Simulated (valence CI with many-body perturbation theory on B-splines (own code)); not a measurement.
## Ne⁴⁺: electric-dipole lines

Calculated by relativistic CI+MBPT: four valence electrons over a frozen Dirac-Fock core [He], a basis of 11 s, 11 p, 10 d, 8 f, 5 g, 2 h functions for each j, with the one-electron correlation potential Σ1 (screened to all orders), the two-electron term Σ2, the three-electron term Σ3, Breit, model QED; selected single and double excitations, second order for the rest, scaled by the run's own slope (own B-spline code, finite nucleus).

Set against measurement, 36 paired levels are off by 134 cm⁻¹ on average, the worst by 368. These come from a selection out of NIST levels in Podobedova, Fuhr, Reader and Wiese, J. Phys. Chem. Ref. Data 33, 525 (2004). Levels without a partner in it may be off by more. Among the levels kept, up to 1600 cm⁻¹ of a level comes from second order outside the variational space, and about a tenth of that is noise between levels of different J, which matters for small intervals. 6 measured levels below the end of the list, from 690000 cm⁻¹ on, found no clear computed partner, and computed levels of the same name lie up to 10356 cm⁻¹ from them.

Lines 151 to 200 of 456 in falling wavelength, among levels below 905270 cm⁻¹, chosen from the strongest by gf and those to the six lowest levels. Wavelengths and rates use the calculated energies, so an error of 100 cm⁻¹ moves a line at 156.8 nm by 0.16 % and its rate by three times that or more. Electric multipoles are in the length gauge, E1 and E2 with the static RPA response of the core. Weak lines are less certain than strong ones. Lines between different terms over intervals too small for the method are left out, as are lines whose strength nearly cancels. Where a level lies close to another of its J and parity, the split of strength between their lines is uncertain. The highest levels of a list are the least certain.

Names give the largest LS component (configuration and term), which can be under half, so a name can repeat, a term be missing and a line seem to break the LS rules; names also repeat where a configuration has a term twice. Letters in brackets count levels of one name in rising energy.

| λ vac (nm) | Upper | Lower | A (s⁻¹) | S (a.u.) |
| --- | --- | --- | --- | --- |
| 192.8 | 2s 2p2 3p 3D°_1 [b] | 2s 2p2 3s 3D_1 | 2.51e+08 | 2.67e+00 |
| 192.7 | 2s 2p2 3p 3D°_2 [b] | 2s 2p2 3s 3D_2 | 2.32e+08 | 4.09e+00 |
| 192.6 | 2s 2p2 3p 3S°_1 [b] | 2s 2p2 3s 3P_2 [b] | 1.90e+08 | 2.01e+00 |
| 192.6 | 2s 2p2 3d 1F_3 | 2s 2p2 3p 1D°_2 | 2.79e+08 | 6.88e+00 |
| 192.6 | 2s 2p2 3p 3D°_3 [b] | 2s 2p2 3s 3D_3 | 2.96e+08 | 7.29e+00 |
| 191.5 | 2s 2p2 3d 5P_1 | 2s 2p2 3p 5P°_2 | 1.53e+08 | 1.60e+00 |
| 189.6 | 2s 2p2 3d 1D_2 | 2s 2p2 3p 1P°_1 [a] | 1.73e+08 | 2.92e+00 |
| 189.2 | 2s 2p2 3d 5D_4 | 2s 2p2 3p 5D°_4 | 9.39e+07 | 2.82e+00 |
| 186.8 | 2s2 2p 5p 1D_2 | 2s2 2p 4d 1F°_3 | 3.38e+08 | 5.43e+00 |
| 186.6 | 2s2 2p 3p 3P_1 | 2s2 2p 3s 3P°_2 | 1.89e+08 | 1.82e+00 |
| 185.1 | 2s2 2p 3p 3P_2 | 2s2 2p 3s 3P°_2 | 2.96e+08 | 4.63e+00 |
| 185.0 | 2s2 2p 4d 1F°_3 | 2s 2p2 3s 1D_2 | 9.16e+07 | 2.00e+00 |
| 183.3 | 2s 2p2 3d 1P_1 | 2s 2p2 3p 1P°_1 [a] | 3.15e+08 | 2.87e+00 |
| 182.0 | 2s2 2p 3d 3P°_2 | 2s2 2p 3p 3S_1 | 2.74e+08 | 4.08e+00 |
| 182.0 | 2s2 2p 3d 3F°_2 | 2s2 2p 3p 1P_1 | 1.82e+08 | 2.71e+00 |
| 180.9 | 2s2 2p 3d 3P°_1 | 2s2 2p 3p 3S_1 | 2.48e+08 | 2.17e+00 |
| 179.3 | 2s2 2p 3d 1D°_2 | 2s2 2p 3p 1P_1 | 1.30e+08 | 1.85e+00 |
| 179.0 | 2s2 2p 5p 3S_1 | 2s2 2p 4d 3P°_2 | 1.67e+08 | 1.42e+00 |
| 177.4 | 2s2 2p 5p 3P_1 | 2s2 2p 4d 3D°_2 | 1.90e+08 | 1.57e+00 |
| 177.3 | 2s2 2p 5p 3P_2 | 2s2 2p 4d 3D°_3 | 2.27e+08 | 3.12e+00 |
| 174.9 | 2s2 2p 3d 3D°_3 | 2s2 2p 3p 3D_3 | 1.15e+08 | 2.13e+00 |
| 173.6 | 2s2 2p 5p 3D_2 | 2s2 2p 4d 3F°_3 | 3.05e+08 | 3.93e+00 |
| 173.3 | 2s2 2p 5p 1P_1 | 2s2 2p 4d 1D°_2 | 1.78e+08 | 1.38e+00 |
| 173.2 | 2s2 2p 5p 3D_1 | 2s2 2p 4d 3F°_2 | 3.22e+08 | 2.48e+00 |
| 173.1 | 2s2 2p 5p 3D_3 | 2s2 2p 4d 3F°_4 | 3.06e+08 | 5.48e+00 |
| 173.1 | 2s 2p2 3d 3D_3 [a] | 2s 2p2 3p 3D°_3 [a] | 1.39e+08 | 2.49e+00 |
| 172.1 | 2s 2p2 3d 3D_2 [a] | 2s 2p2 3p 3D°_2 [a] | 1.04e+08 | 1.30e+00 |
| 171.8 | 2s2 2p 3p 1D_2 | 2s2 2p 3s 1P°_1 | 5.18e+08 | 6.48e+00 |
| 167.0 | 2s 2p2 3p 3P°_2 [b] | 2s 2p2 3s 3D_3 | 3.41e+08 | 3.92e+00 |
| 167.0 | 2s2 2p 5s 1P°_1 | 2s2 2p 4p 1D_2 | 6.50e+08 | 4.48e+00 |
| 166.8 | 2s 2p2 3p 3P°_1 [b] | 2s 2p2 3s 3D_2 | 3.23e+08 | 2.22e+00 |
| 160.6 | 2s 2p2 3d 1D_2 | 2s 2p2 3p 1D°_2 | 2.92e+08 | 2.98e+00 |
| 158.7 | 2s 2p2 3p 5S°_2 | 2s 2p2 3s 5P_3 | 3.45e+08 | 3.40e+00 |
| 157.7 | 2s2 2p 5s 3P°_2 | 2s2 2p 4p 3P_2 | 3.23e+08 | 3.13e+00 |
| 157.2 | 2s 2p2 3p 5S°_2 | 2s 2p2 3s 5P_2 | 2.37e+08 | 2.27e+00 |
| 156.8 | 2s 2p2 3d 3P_2 [a] | 2s 2p2 3p 3S°_1 [a] | 3.68e+08 | 3.50e+00 |
| 156.7 | 2s2 2p 5s 3P°_2 | 2s2 2p 4p 3P_1 | 1.25e+08 | 1.18e+00 |
| 156.2 | 2s 2p2 3p 5S°_2 | 2s 2p2 3s 5P_1 | 1.38e+08 | 1.30e+00 |
| 155.8 | 2s 2p2 3d 3P_1 [a] | 2s 2p2 3p 3S°_1 [a] | 3.64e+08 | 2.04e+00 |
| 150.1 | 2s2 2p 5s 3P°_1 | 2s2 2p 4p 3D_2 | 3.66e+08 | 1.83e+00 |
| 149.9 | 2s2 2p 5s 3P°_2 | 2s2 2p 4p 3D_3 | 4.41e+08 | 3.66e+00 |
| 138.4 | 2s2 2p 3p 1S_0 | 2s2 2p 3s 1P°_1 | 1.00e+09 | 1.31e+00 |
| 132.6 | 2s2 2p 3d 1P°_1 | 2s2 2p 3p 1P_1 | 4.41e+08 | 1.52e+00 |
| 119.4 | 2s2 2p 5d 3F°_2 | 2s2 2p 4p 3D_1 | 3.12e+08 | 1.31e+00 |
| 119.1 | 2s2 2p 5d 3F°_4 | 2s2 2p 4p 3D_3 | 5.86e+08 | 4.40e+00 |
| 119.1 | 2s2 2p 5d 3F°_3 | 2s2 2p 4p 3D_2 | 5.43e+08 | 3.17e+00 |
| 106.2 | 2s2 2p 5p 3D_3 | 2s2 2p 4s 3P°_2 | 2.69e+08 | 1.11e+00 |
| 93.52 | 2s 2p2 3p 3D°_3 [a] | 2s2 2p 3p 3P_2 | 2.96e+08 | 8.36e-01 |
| 84.52 | 2s2 2p 4p 1D_2 | 2s2 2p 3d 1F°_3 | 7.61e+08 | 1.13e+00 |
| 79.54 | 2s2 2p 4p 3P_2 | 2s2 2p 3d 3D°_3 | 5.43e+08 | 6.75e-01 |
